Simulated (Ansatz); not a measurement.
# Reading a saddle point

A first-order saddle point of BSiNH₆F₂, closed shell, PBE0-D4/def2-TZVP, with one imaginary mode of 1449i cm⁻¹:

| atom | x (Å) | y (Å) | z (Å) |
| --- | --- | --- | --- |
| B1 | -0.2689 | 0.2662 | -0.8772 |
| N2 | 1.2118 | 0.6996 | -0.8359 |
| F3 | -0.5091 | -0.7779 | -1.6966 |
| F4 | -1.1376 | 1.2980 | -0.8778 |
| H5 | 0.7251 | 0.1291 | 0.2402 |
| Si6 | -0.6493 | -0.6946 | 1.2552 |
| H7 | 1.8669 | 0.1722 | -1.3959 |
| H8 | 1.4058 | 1.6907 | -0.8027 |
| H9 | -0.6034 | 0.1823 | 2.4604 |
| H10 | -2.0733 | -0.9867 | 0.9436 |
| H11 | 0.0321 | -1.9787 | 1.5866 |

Computed with Ansatz 0.2.0 (basis: def2-TZVPP and def2-QZVPP); correlated methods freeze the cores. Extrapolation: Hartree–Fock as exp(−7.88 √X), correlation as X^−2.97.

Task: Which contacts change along the imaginary mode, and what lies on either side? (Judge from chemistry; the calculation decides.)

Result: The calculation gives: The step is BNH₂F₂ ([NH2][B]([F])[F]) + SiH₄ → BSiH₃F₂ ([F][B]([F])[SiH3]) + NH₃ (still joined by a long B–N bond), with the molecules in contact on both sides. Shortening one way: B1–Si6, N2–H5; lengthening the same way: B1–N2, H5–Si6.
| pair | one side (Å) | saddle (Å) | other side (Å) |
| --- | --- | --- | --- |
| B1–Si6 | 3.82 | 2.37 | 2.06 |
| N2–H5 | 3.30 | 1.31 | 1.02 |
| B1–N2 | 1.39 | 1.54 | 1.67 |
| H5–Si6 | 1.49 | 1.90 | 3.21 |

Task: Which side is lower, and how far does the saddle lie above each? (To be estimated.)

Result: The calculation gives: The side with B1–N2, H5–Si6 short is lower by 16.43 kcal/mol; the saddle lies 58.25 kcal/mol above it and 41.82 kcal/mol above the other (CCSD(T) at an estimated basis limit (MP2 extrapolated from triple and quadruple zeta, plus CCSD(T) − MP2 in triple zeta); electronic energies).

The T1 diagnostic stays at or below 0.013. The start structure is not quite a true minimum (one mode of 32i cm⁻¹).

Labels in which every atom is bracketed show which atoms are joined, not bond orders.

For scale, one of the runs: CCSD(T)/def2-TZVPP, 250 basis functions, launched by `ansatz run in.yaml --threads 8 --pin off --events-out ev --progress --plain --max-ram 19148MiB`. The run took 2.1 min on 8 CPU threads of an AMD EPYC 7R43 (shared host), with 5.6 GiB of host memory at its peak.
